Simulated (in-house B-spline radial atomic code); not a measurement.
Solving the quasi-particle equation for 3p of K+

Configuration [Ne] 3s2 3p6, start Hartree-Fock; correlation leaves out the deepest shell, empty levels kept to 800 hartree. Computed with a B-spline radial code for spherical atoms: all electrons, scalar-relativistic (spin-free one-electron X2C), finite nucleus, each spin shell either full or empty, empty states to l = 9 with an (l + 1/2)⁻⁴ tail; G0W0 by contour deformation at full frequency.

At the mean-field level ε = -31.839 eV the matrix elements are Σx = -27.634 eV, v_xc = -27.634 eV and Σc(ε) = -0.347 eV, and the slope of the correlation self-energy is dΣc/dω = -0.0484. The quasi-particle energy solves E = ε + Σx − v_xc + Σc(E).

(1) What does the linearised equation give?

(2) How does that compare with the full solution and with static screening?

Results:

(1) Z = 1/(1 − dΣc/dω) = 1/1.0484 = 0.9538. The first-order shift is Σx − v_xc + Σc(ε) = -27.634 − (-27.634) + (-0.347) = -0.347 eV, so E ≈ ε + Z × shift = -31.839 + 0.9538 × (-0.347) = -32.170 eV.

(2) Solving the equation at full frequency dependence gives E = -32.170 eV, where Σc = -0.331 eV and the weight is 0.954; the linearised value is off by 0 meV. Leaving Z out would give -32.186 eV. Static COHSEX puts -2.653 eV in place of Σc and gives -34.492 eV, 2.32 eV deeper. The tabulated removal energy is 31.625 eV (NIST, measured); the run leaves out spin-orbit coupling, Breit and QED terms.
